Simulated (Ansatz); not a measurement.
Compare A (`[CH3][SnH2][CH]=O`) with its isomer B (`C[C](=O)[SnH3]`).

Gas-phase electronic energies from Ansatz, PBE0-D4/def2-TZVP geometries. CBS: MP2 limit from def2 TZ/QZ plus the TZ coupled-cluster correction, frozen cores. Functionals use def2-TZVPP. B3LYP here is the variant with VWN-RPA as its local correlation; programs differ in this. def2 core potentials past Kr. For Sn outer-core shells are correlated without core-valence functions, which leaves a few kJ/mol of doubt a bond. Each species was taken in one conformer, which may not be the lowest.

(1) Which is lower in electronic energy at CCSD(T)/CBS, and by how much? (Best estimate.)

(2) Give E(B) − E(A) in kJ/mol with PBE-D4, PBE0-D4, CCSD/def2-TZVPP, MP2/def2-TZVPP, r2SCAN-D4, CCSD(T)/def2-TZVPP, B3LYP-D4. (Best estimate.)

Largest T1 diagnostic: 0.015.

Answers

(1) Computed: B, by 3.5 kJ/mol.

(2) The calculation gave: PBE-D4 -14.5, PBE0-D4 -13.9, CCSD/def2-TZVPP -6.3, MP2/def2-TZVPP -4.2, r2SCAN-D4 -15.1, CCSD(T)/def2-TZVPP -6.5, B3LYP-D4 -12.1. None reverses the order clearly.

In def2-TZVPP, CCSD(T) changes the Hartree–Fock value by +4.8 kJ/mol (the triples alone add −0.3 kJ/mol) and MP2 by +7.1 kJ/mol.
